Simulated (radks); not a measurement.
The numbers below are computed, except where a source is named.
Question: All-electron atom: Se IV in [Ar] 3d10 4s2 5s1 (not the ground configuration). Level of theory: Dirac Kohn-Sham, exchange-only PBE, spin-unpolarised, spherical densities, finite nucleus; Fermi nuclear charge, rms radius 4.14 fm (a radial shooting solver on a logarithmic mesh with Libxc functionals). Some entries of the table are withheld. Estimate them.

| orbital | occ. | eigenvalue (hartree) | <r^2> (bohr^2) |
|---|---|---|---|
| 1s1/2 | 2 | -460.9997 | (1) |
| 2s1/2 | 2 | -60.57092 | 0.04521 |
| 2p1/2 | 2 | -54.50422 | 0.03485 |
| 2p3/2 | 4 | -52.96851 | 0.03631 |
| 3s1/2 | 2 | -9.34908 | 0.3789 |
| 3p1/2 | 2 | -7.27349 | 0.3971 |
| 3p3/2 | 4 | -7.05703 | 0.4114 |
| 3d3/2 | 4 | (2) | (3) |
| 3d5/2 | 6 | (4) | (5) |
| 4s1/2 | 2 | -1.93684 | 2.938 |
| 5s1/2 | 1 | (6) | 14.39 |

Answer: 
(1) 1s1/2 <r^2> (bohr^2): 0.002616
(2) 3d3/2 eigenvalue (hartree): -3.47607
(3) 3d3/2 <r^2> (bohr^2): 0.4825
(4) 3d5/2 eigenvalue (hartree): -3.44287
(5) 3d5/2 <r^2> (bohr^2): 0.4889
(6) 5s1/2 eigenvalue (hartree): -0.73989
